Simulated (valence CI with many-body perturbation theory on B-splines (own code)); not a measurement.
**Level structure of Tm⁵⁶⁺**

Method: relativistic CI+MBPT: three valence electrons over a frozen Dirac-Fock core [Ne], a basis of 11 s, 11 p, 10 d, 8 f, 5 g, 2 h functions for each j, with the one-electron correlation potential Σ1, the two-electron term Σ2, the three-electron term Σ3, Breit, model QED; selected CI, second order for the rest, scaled by the run's own slope (own B-spline code, finite nucleus).

No measured spectrum was set against this ion. As an estimate, large intervals hold to a few tenths of a per cent, small ones and those within an open d or f shell to about a per cent.

Levels 1 to 45 of 157, with energies above the lowest level, (3s^2 3p1/2) J=1/2. "Leading %" is the weight of the configuration and term that name the level; weights of strongly mixed levels are sums over their largest components and can fall short. In the jj column 3d3/2^4 stands for four electrons in 3d with j = 3/2. Lifetimes count E1, E2, E3, M1 and M2 decay at the calculated energies, and are blank where another channel may lead or the interval is too uncertain; long ones can be off by a factor of two.

| No. | Configuration | Term | J | E (eV) | Leading % | g | Lifetime | Second component | Leading jj |
| --- | --- | --- | --- | --- | --- | --- | --- | --- | --- |
| 1 | 3s²3p | ²P° | 1/2 | 0.0 | 100 | 0.650 |  |  | 3s^2 3p1/2 (100 %) |
| 2 | 3s3p² | ⁴P | 1/2 | 149.6 | 55 | 2.139 | 33.2 ps | 30 % 3s3p² ²S | 3s 3p1/2^2 (99 %) |
| 3 | 3s²3p | ²P° | 3/2 | 260.8 | 99 | 1.322 | 6.46 ns |  | 3s^2 3p3/2 (99 %) |
| 4 | 3s3p² | ⁴P | 3/2 | 383.2 | 90 | 1.636 | 133 ps | 8 % 3s3p² ²D | 3s 3p1/2 3p3/2 (99 %) |
| 5 | 3s3p² | ²D | 5/2 | 399.6 | 60 | 1.342 | 89.6 ps | 39 % 3s3p² ⁴P | 3s 3p1/2 3p3/2 (97 %) |
| 6 | 3s3p² | ²D | 3/2 | 419.5 | 52 | 0.963 | 2.09 ps | 28 % 3s3p² ²P | 3s 3p1/2 3p3/2 (82 %) |
| 7 | 3s3p² | ²P | 1/2 | 428.6 | 70 | 1.249 | 624 fs | 29 % 3s3p² ⁴P | 3s 3p1/2 3p3/2 (98 %) |
| 8 | 3s²3d | ²D | 3/2 | 474.1 | 82 | 0.828 | 480 fs | 10 % 3s3p² ²D | 3s^2 3d3/2 (82 %) |
| 9 | 3s²3d | ²D | 5/2 | 525.6 | 96 | 1.202 | 4.91 ps |  | 3s^2 3d5/2 (96 %) |
| 10 | 3p³ | ²P° | 3/2 | 567.2 | 31 | 1.137 | 3.45 ps | 20 % 3p³ ²D° | 3p1/2^2 3p3/2 (66 %) |
| 11 | 3s3p3d | ⁴F° | 3/2 | 580.7 | 65 | 0.648 | 5.26 ps | 9 % 3p³ ²P° | 3s 3p1/2 3d3/2 (78 %) |
| 12 | 3s3p3d | ⁴F° | 5/2 | 592.4 | 45 | 1.027 | 44.6 ps | 28 % 3s3p3d ²F° | 3s 3p1/2 3d3/2 (97 %) |
| 13 | 3s3p3d | ⁴D° | 1/2 | 616.4 | 59 | 0.390 | 715 fs | 34 % 3s3p3d ²P° | 3s 3p1/2 3d3/2 (98 %) |
| 14 | 3s3p3d | ⁴D° | 3/2 | 621.4 | 35 | 1.292 | 539 fs | 20 % 3s3p3d ⁴P° | 3s 3p1/2 3d3/2 (86 %) |
| 15 | 3s3p3d | ⁴P° | 5/2 | 652.0 | 38 | 1.350 | 4.80 ps | 30 % 3s3p3d ⁴D° | 3s 3p1/2 3d5/2 (99 %) |
| 16 | 3s3p² | ⁴P | 5/2 | 655.9 | 58 | 1.422 | 2.36 ps | 40 % 3s3p² ²D | 3s 3p3/2^2 (98 %) |
| 17 | 3s3p3d | ⁴F° | 7/2 | 664.3 | 45 | 1.241 | 6.67 ps | 31 % 3s3p3d ²F° | 3s 3p1/2 3d5/2 (98 %) |
| 18 | 3s3p3d | ²F° | 5/2 | 674.0 | 51 | 1.039 | 5.32 ps | 20 % 3s3p3d ²D° | 3s 3p1/2 3d5/2 (97 %) |
| 19 | 3s3p3d | ²D° | 3/2 | 678.8 | 38 | 1.111 | 1.99 ps | 35 % 3s3p3d ²P° | 3s 3p1/2 3d5/2 (87 %) |
| 20 | 3s3p² | ²S | 1/2 | 689.6 | 68 | 1.911 | 877 fs | 17 % 3s3p² ⁴P | 3s 3p3/2^2 (98 %) |
| 21 | 3s3p² | ²P | 3/2 | 695.8 | 62 | 1.193 | 433 fs | 30 % 3s3p² ²D | 3s 3p3/2^2 (98 %) |
| 22 | 3p²3d | ²D | 3/2 | 761.2 | 40 | 0.772 | 7.37 ps | 35 % 3p²3d ⁴F | 3p1/2^2 3d3/2 (99 %) |
| 23 | 3p³ | ²D° | 5/2 | 822.0 | 71 | 1.166 | 1.23 ps | 12 % 3s3p3d ²D° | 3p1/2 3p3/2^2 (71 %) |
| 24 | 3p³ | ⁴S° | 3/2 | 826.1 | 48 | 1.411 | 537 fs | 44 % 3p³ ²D° | 3p1/2 3p3/2^2 (92 %) |
| 25 | 3p²3d | ²D | 5/2 | 833.3 | 32 | 1.193 | 4.03 ps | 21 % 3p²3d ⁴D | 3p1/2^2 3d5/2 (98 %) |
| 26 | 3p³ | ²P° | 1/2 | 841.2 | 82 | 0.703 | 720 fs | 14 % 3s3p3d ²P° | 3p1/2 3p3/2^2 (82 %) |
| 27 | 3s3p3d | ⁴D° | 3/2 | 853.9 | 43 | 1.298 | 790 fs | 36 % 3s3p3d ⁴P° | 3s 3p3/2 3d3/2 (98 %) |
| 28 | 3s3p3d | ⁴P° | 1/2 | 855.4 | 82 | 2.202 | 987 fs | 14 % 3s3p3d ⁴D° | 3s 3p3/2 3d3/2 (96 %) |
| 29 | 3s3p3d | ⁴D° | 5/2 | 856.7 | 43 | 1.234 | 598 fs | 21 % 3s3p3d ⁴F° | 3s 3p3/2 3d3/2 (81 %) |
| 30 | 3s3p3d | ⁴F° | 7/2 | 859.9 | 41 | 1.242 | 1.03 ps | 33 % 3s3p3d ²F° | 3s 3p3/2 3d3/2 (91 %) |
| 31 | 3s3p3d | ²D° | 3/2 | 884.5 | 63 | 0.984 | 429 fs | 22 % 3s3p3d ⁴P° | 3s 3p3/2 3d3/2 (84 %) |
| 32 | 3s3p3d | ⁴F° | 9/2 | 894.4 | 100 | 1.322 | 12.9 ns |  | 3s 3p3/2 3d5/2 (100 %) |
| 33 | 3s3p3d | ²F° | 5/2 | 897.9 | 67 | 0.958 | 361 fs | 12 % 3s3p3d ²D° | 3s 3p3/2 3d3/2 (91 %) |
| 34 | 3s3p3d | ²P° | 1/2 | 902.3 | 66 | 0.608 | 323 fs | 21 % 3s3p3d ⁴D° | 3s 3p3/2 3d3/2 (86 %) |
| 35 | 3s3p3d | ²D° | 5/2 | 915.6 | 47 | 1.336 | 1.86 ps | 37 % 3s3p3d ⁴P° | 3s 3p3/2 3d5/2 (96 %) |
| 36 | 3s3p3d | ²F° | 7/2 | 924.3 | 63 | 1.227 | 2.51 ps | 31 % 3s3p3d ⁴D° | 3s 3p3/2 3d5/2 (92 %) |
| 37 | 3s3p3d | ²P° | 3/2 | 926.8 | 43 | 1.155 | 1.57 ps | 38 % 3s3p3d ²D° | 3s 3p3/2 3d5/2 (84 %) |
| 38 | 3s3p3d | ²F° | 7/2 | 941.4 | 71 | 1.197 | 744 fs | 20 % 3s3p3d ⁴D° | 3s 3p3/2 3d5/2 (98 %) |
| 39 | 3s3p3d | ²P° | 1/2 | 950.6 | 84 | 0.703 | 1.73 ps | 6 % 3p³ ²P° | 3s 3p3/2 3d5/2 (91 %) |
| 40 | 3s3p3d | ²P° | 3/2 | 960.0 | 77 | 1.301 | 582 fs | 8 % 3s3p3d ⁴P° | 3s 3p3/2 3d5/2 (98 %) |
| 41 | 3s3p3d | ²D° | 5/2 | 962.2 | 63 | 1.114 | 570 fs | 26 % 3s3p3d ²F° | 3s 3p3/2 3d5/2 (93 %) |
| 42 | 3p²3d | ²F | 5/2 | 998.1 | 50 | 0.939 | 1.60 ps | 36 % 3p²3d ⁴F | 3p1/2 3p3/2 3d3/2 (92 %) |
| 43 | 3p²3d | ⁴F | 3/2 | 1005.3 | 40 | 0.910 | 913 fs | 24 % 3p²3d ⁴D | 3p1/2 3p3/2 3d3/2 (98 %) |
| 44 | 3p²3d | ⁴D | 1/2 | 1007.8 | 81 | 0.166 | 843 fs | 16 % 3p²3d ²P | 3p1/2 3p3/2 3d3/2 (99 %) |
| 45 | 3p²3d | ²G | 7/2 | 1011.4 | 49 | 1.029 | 1.15 ps | 27 % 3p²3d ²F | 3p1/2 3p3/2 3d3/2 (94 %) |

The ionisation energy to 3s² ¹S0 of the next ion comes out as 5656.6 eV (NIST: 5656 ± 5 eV (theoretical)). All 157 levels together are meant to be complete up to 2761.9 eV.
